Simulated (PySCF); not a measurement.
# Removal energies of Hg(2+) from EOM-IP-GCCSD

Reference: closed-shell Hg(2+), [Xe] 4f14 5d10; one electron is removed. Calculated with PySCF 2.14, two-component X2C-1e with screened spin-orbit coupling, x2c-TZVPPall-2c with one added diffuse shell each of s, p, d, f type (12s12p11d4f1g, 140 functions); frozen [Kr] 4d10 4f14; the 38 highest virtual spinors dropped; of the others 108 kept and the rest restored at second order. No Breit or QED terms. Binding energies in eV.

| level | Koopmans |
| --- | --- |
| 5d3/2 | 36.600 |
| 5d5/2 | 34.424 |

How does correlation move these levels?

5d3/2: second order 35.301, EOM-CCSD 36.033; 5d5/2: second order 33.330, EOM-CCSD 33.994.

For comparison, the ionisation energy of Hg(2+) is 34.49 ± 0.05 eV (measured; NIST Atomic Spectra Database, ionization energies).

Only part of the computed levels is shown.

Gaps of this size point to the basis (12s12p11d4f1g), which has few functions of high l to correlate and polarise the inner shells.
